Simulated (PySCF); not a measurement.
TaF4, SMILES [F][Ta+]([F])([F])[F], charge +1, multiplicity 1.

Geometry optimised at B3LYP-D3(BJ)/def2-SVP. The multiplicity is an assumed one; other spin states were not compared. The isomer is the one that the SMILES or the coordinates give; other isomers of the formula were not compared. The def2 effective core potentials stand for the cores of Ta; spin–orbit coupling is left out.

Two levels are set side by side: TDDFT-PBE/def2-SVPD (PySCF) and TDDFT-CAM-B3LYP/def2-SVPD (PySCF). Vertical, same geometry. The lowest singlet is HOMO→LUMO+1 59 %, HOMO→LUMO 25 %, HOMO−3→LUMO 11 % with PBE and HOMO→LUMO+1 64 %, HOMO→LUMO 17 %, HOMO−3→LUMO 14 % with the other functional; states are paired by order. Differences are taken from unrounded values.

```
quantity                              TDDFT-CAM-B3LYP
------------------------------------  ---------------
lowest singlet excitation (eV)                   8.38
lowest triplet excitation (TDA) (eV)             7.96
```

Q: What does TDDFT-PBE give, and how far is it from TDDFT-CAM-B3LYP? (An estimate is asked for; the answer gives what the named calculation found.)

A: 
```csv
quantity,TDDFT-PBE,TDDFT-PBE minus TDDFT-CAM-B3LYP
lowest singlet excitation (eV),7.34,-1.04
lowest triplet excitation (TDA) (eV),7.00,-0.96
```

Functionals without exact exchange tend to place singlet excitations lower, as here. Differences between two approximate levels are no errors against the true value.

Rough cost on one machine, each run with all the roots and properties that it gave: TDDFT-CAM-B3LYP against TDDFT-PBE about 6 times.
